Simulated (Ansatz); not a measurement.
`ClC[SiH]1CC1`, charge 0, multiplicity 1.

Task: Give a relaxed structure at PBE0-D4/def2-TZVP (Ansatz). (Best estimate.)

Result: Ansatz gave: 
Cartesian coordinates in Å:
```
Cl -2.1230 1.5771 1.6188
C -1.7410 0.4194 0.3093
Si 0.0265 0.6455 -0.2684
C 0.9389 -0.8295 -0.8979
C 1.3559 -0.3517 0.5168
H -1.8914 -0.5866 0.7023
H -2.4635 0.5882 -0.4894
H 0.3168 1.9903 -0.8057
H 1.6788 -0.7063 -1.6823
H 0.4404 -1.7925 -0.9491
H 2.3550 0.0618 0.6069
H 1.1065 -1.0157 1.3387
```
This is one stationary point; other conformers may exist.
